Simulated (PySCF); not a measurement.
**Spinor energies of Te⁴⁸⁺ (tellurium, charge +48)**

Start: [He] 2s2. Calculated with PySCF 2.14 in an uncontracted even-tempered set (17 s from 6.6 bohr⁻², ratio 2.6; 13 p from 8.5 bohr⁻², ratio 2.6; 7 d from 8.7 bohr⁻², ratio 2.8; 4 f from 170 bohr⁻², ratio 2.8): generalised Hartree-Fock with the X2C-1e Hamiltonian and a Gaussian nucleus; spin-orbit coupling (SO) screened by Boettger's factors.

| spinor shell | electrons | ε, screened SO (eV) | weight of nominal j (screened SO) | rms radius, screened SO (bohr) |
| --- | --- | --- | --- | --- |
| 1s1/2 | 2 | -36674.2 | 1.000 | 0.0316 |
| 2s1/2 | 2 | -8829.0 | 1.000 | 0.122 |

```
   quantity  screened SO
E (hartree)  -3430.58391
        M_J            0
       ⟨J²⟩        0.000
       ⟨L²⟩        0.000
       ⟨S²⟩        0.000
```

Breit and QED terms are absent; they matter most for the inner s and p1/2 levels.

Densities and radii are taken from the X2C orbitals without a picture-change correction, which distorts them close to the nucleus.
